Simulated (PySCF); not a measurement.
Sn(H)2(OMe)2, SMILES C[O][SnH2][O]C (B3LYP/def2-SVP optimised geometry):

```
13

Sn    -1.609     0.094     0.000
O      0.388     0.094     0.000
C      1.145    -1.091    -0.058
O     -2.260    -0.773     1.677
C     -2.041    -0.214     2.950
H     -2.205    -0.938    -1.232
H     -2.001     1.762     0.000
H      2.205    -0.824    -0.219
H      1.090    -1.682     0.878
H      0.847    -1.762    -0.891
H     -2.372     0.843     3.028
H     -0.977    -0.249     3.258
H     -2.620    -0.792     3.693
```

Method: PySCF 2.14.0 with B3LYP/def2-TZVP, def2 effective core potentials past Kr.

What are the frontier orbital energies and the dipole moment?

HOMO-2 -7.83 eV, HOMO-1 -7.42 eV, HOMO -7.35 eV, LUMO -0.81 eV, LUMO+1 -0.38 eV; dipole moment 0.76 D.

On the same geometry PBE/def2-TZVP, def2 effective core potentials past Kr (PySCF) gives HOMO-2 -6.58 eV, HOMO-1 -6.10 eV, HOMO -6.04 eV, LUMO -1.45 eV, LUMO+1 -0.90 eV; dipole moment 0.67 D.
